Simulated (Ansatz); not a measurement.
The first iterations of a band of AlClH5NO (9 atoms, charge 0, multiplicity 1).

Theory: RHF/def2-SVP (Ansatz).

| Property | Result |
| --- | --- |
| movable images | 5 |
| climbing image | yes |
| spring | 5.0 eV/Å² |
| optimiser | quadratic models (default) |
| start path | through a guess of the saddle point |
| force threshold | 0.03 eV/Å |
| iteration limit | 60 |
| end points | relaxed |

Image 0:

```xyz
9
Properties=species:S:1:pos:R:3
Al 0.039 -0.149 0.351
N 0.037 0.249 2.105
H -0.791 0.544 2.588
H 0.836 0.639 2.572
Cl 1.808 0.383 -0.739
H -1.322 -0.154 -0.454
O 0.313 -2.116 0.616
H -0.052 -2.812 0.085
H 0.236 -2.327 1.541
```

Image 6:

```xyz
9
Properties=species:S:1:pos:R:3
Al -0.023 -0.554 0.116
N 0.084 -0.168 2.116
H -0.729 0.291 2.496
H 0.895 0.389 2.337
Cl 1.774 0.434 -0.562
H -1.372 0.111 -0.365
O 0.083 -2.256 0.306
H 0.208 -2.924 -0.343
H 0.184 -1.067 2.564
```

| iteration | highest image above the first end (eV) | largest band force component (eV/Å) |
| --- | --- | --- |
| 1 | 2.531 | 4.656 |
| 2 | 0.771 | 1.962 |
| 3 | 0.375 | 2.786 |
| 4 | 0.321 | 1.152 |
| 5 | 0.227 | 0.629 |

Problem. Does the band converge within its limit, and where does its top end?

Solution. The run converged. It ended after 16 iterations with the highest image 0.428 eV above the first end. A vibrational analysis at the climbing image gives one clearly imaginary mode, 1508i cm⁻¹: a first-order saddle point. The orbitals stay closed-shell, which can raise the energy where a bond breaks towards radicals; this wasn't checked here.

The run took 93 s on 1 thread of Arm Neoverse V2, on a shared host, peak memory 0.15 GiB.
